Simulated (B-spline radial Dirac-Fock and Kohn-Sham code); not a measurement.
Isotope-shift constants of the inner levels of Ce⁴⁺

System: cerium as Ce⁴⁺, [Kr] 4d10 5s2 5p6.

Level of theory: first-order field-shift and mass-shift constants from Dirac-Fock ground and hole states with a Fermi nucleus; the mass shift has no relativistic recoil terms; a B-spline atomic structure program. A binding energy shifts by δE = F·δ⟨r²⟩ + (K_N + K_S)·δ(1/M); F is taken for a change of radius at fixed skin thickness and so holds the higher radial moments.

| level | F (meV/fm²) |
| --- | --- |
| K (1s) | -181.5 |
| L1 (2s) | -22.40 |
| L2 (2p1/2) | 0.5648 |
| L3 (2p3/2) | 1.198 |
| M1 (3s) | -4.612 |
| M2 (3p1/2) | 0.1824 |
| M3 (3p3/2) | 0.3319 |
| M4 (3d3/2) | 0.3030 |
| M5 (3d5/2) | 0.2951 |

The mass shift is not given and not included below: at this Z its relativistic corrections are large. It matters little for K lines but can be comparable with the field shift of L lines.

Field shifts alone in meV from A = 140 (mass 139.9054 u, rms radius 4.8771 fm); radii from Angeli and Marinova (2013).

```
  A  mass (u)  radius (fm)     Kα1     Kα2     Kβ1   Lα1
136  135.9071       4.8739    +5.7    +5.7    +5.7   0.0
138  137.9060       4.8737       ?       ?       ?     ?
142  141.9093       4.9063   -52.2   -52.0   -51.9  +0.3
144  143.9137       4.9303   -95.3   -95.0   -94.9  +0.5
146  145.9188        4.959  -147.2  -146.7  -146.5  +0.7
148  147.9244       4.9893  -202.2  -201.5  -201.3  +1.0
```

Question: What are the shifts for A = 138?

Answer: Kα1 +6.1 meV; Kα2 +6.0 meV; Kβ1 +6.0 meV; Lα1 0.0 meV.

Values without a named source are computed, but for edge energies of neutral atoms, which are taken from tables.
